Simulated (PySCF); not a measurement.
A structure optimised at PBE-D3(BJ)/def2-SVP, used in a PySCF frequency run:

```xyz
13

C     -1.8192    -0.7583    -0.2213
C     -0.5184    -0.1530     0.2454
F     -0.2918    -0.5904     1.5786
O     -0.5447     1.2693     0.2094
C      0.8305     1.4772    -0.2801
B      0.9021    -0.0887    -0.5119
O      1.7707    -0.9127    -1.1269
H     -1.7923    -1.8620    -0.1356
H     -2.6456    -0.3755     0.4121
H     -2.0241    -0.4793    -1.2730
H      0.8431     2.1515    -1.1646
H      1.4841     1.9200     0.5049
H      1.4852    -1.8459    -1.1159
```

Problem. Write its SMILES and formula.

Solution. C[C@]1(F)OCB1O, C₃H₆BFO₂

Problem. What are its rotational constants (standard atomic weights)?

Solution. 3.4552, 2.3616, 1.9611 GHz
